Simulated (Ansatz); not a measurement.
CH5FInNO (`C[O][In]([NH2])[F]`), 10 atoms. Charge 0, multiplicity 1. Correlated methods include outer-core shells of In, which these sets cover unevenly. In takes the def2 core potential. Hardware: A = 2 threads of an AMD EPYC 7R13 on a shared host; B = 2 threads of an AMD EPYC 7R13 on a shared host and a share of an NVIDIA H100 80 GB. Correlated methods freeze the cores. Open-shell runs search over several starts.

Task: How many basis functions does each run have, and how long does it take in Ansatz? RKS ωB97M-V/def2-SVP energy [A]; RKS PBE0-D4/def2-TZVPP energy [A]; RKS B2PLYP (frozen core)/def2-TZVPP energy [A]; RKS ωB97X-V/def2-TZVPP energy [A]; RHF-MP2/def2-QZVPP energy [B]; RKS PBE0-D4/def2-TZVP frequencies [B]; direct RPA on PBE orbitals/def2-TZVPP energy [A]; RHF-CCSD(T)/def2-TZVPP energy [B]; RKS PBE0-D4/def2-SVP energy [A]; UKS ωB97M-V/def2-TZVPP energy of the cation [A]; UHF-CCSD(T)/def2-TZVPP energy of the cation [B]; RHF-CCSD(T)/def2-SVP energy [A]. (Estimate.)

Result: Ansatz gave: Other jobs shared the machine, so times are rough.

```tsv
level	job	functions	wall time	peak host memory (GiB)
RKS PBE0-D4/def2-SVP	energy [A]	107	1.6 s	0.41
RKS PBE0-D4/def2-TZVPP	energy [A]	244	3.8 s	0.63
RHF-MP2/def2-QZVPP	energy [B]	460	4.7 s	0.96
RKS ωB97M-V/def2-SVP	energy [A]	107	6 s	0.41
RKS B2PLYP (frozen core)/def2-TZVPP	energy [A]	244	7.5 s	0.69
RHF-CCSD(T)/def2-TZVPP	energy [B]	244	8.5 s	0.85
RKS ωB97X-V/def2-TZVPP	energy [A]	244	9.5 s	0.77
direct RPA on PBE orbitals/def2-TZVPP	energy [A]	244	9.5 s	0.69
RHF-CCSD(T)/def2-SVP	energy [A]	107	13 s	0.64
UHF-CCSD(T)/def2-TZVPP	energy of the cation [B]	244	27 s	0.9
UKS ωB97M-V/def2-TZVPP	energy of the cation [A]	244	63 s	1.5
RKS PBE0-D4/def2-TZVP	frequencies [B]	204	100 s	0.9
```
